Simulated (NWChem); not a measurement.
## Correlation energy of Ge (-1)

SMILES: [Ge-]
```xyz
1

Ge     0.0000     0.0000     0.0000
```
Charge -1, spin multiplicity 4.

All runs are NWChem calculations.

Basis set: def2-SVPD. Each correlation energy counts from its own Hartree-Fock reference.

The Hamiltonian is non-relativistic. The correlated methods keep 9 core orbitals frozen. The stability of the SCF solutions was not checked. Open-shell Hartree-Fock references start from PBE0 orbitals. Coupled-cluster values serve here as a point of comparison, not as the truth.

Q: For the correlation energy, CCSD(T) on UHF gives -196.2 mHa and CCSD(T) on ROHF gives -197.6 mHa. What do UMP2, CCSD[T] on ROHF give?

A: UMP2: -188.0 mHa; CCSD[T] on ROHF: -198.3 mHa.
